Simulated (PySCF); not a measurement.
C₄H₄BN, SMILES C#CB(C#C)N. The structure is a stationary point at r2SCAN-D4/def2-SVP. The structure was generated by enumeration, and PubChem lists no compound with its InChIKey, so it may never have been made. The values are those of a single conformer.

Give the equilibrium geometry at r2SCAN-D4/def2-SVP (PySCF confirms it by a frequency run) as a Z-matrix, and its point group. (Estimate from the structure and the level; the computed values follow.)

One answer among several that fit: point group C2v.
```
B
N 1 1.4004
H 2 1.0129 1 122.61
H 2 1.0129 3 114.78 1 180.00
C 1 1.5376 2 119.86 3 180.00
C 5 1.2214 2 152.04 3 180.00
H 6 1.0753 4 145.43 2 180.00
C 1 1.5376 2 119.86 3 0.00
C 8 1.2214 2 152.04 3 0.00
H 9 1.0753 3 145.43 2 180.00
```
Charge 0, spin multiplicity 1.
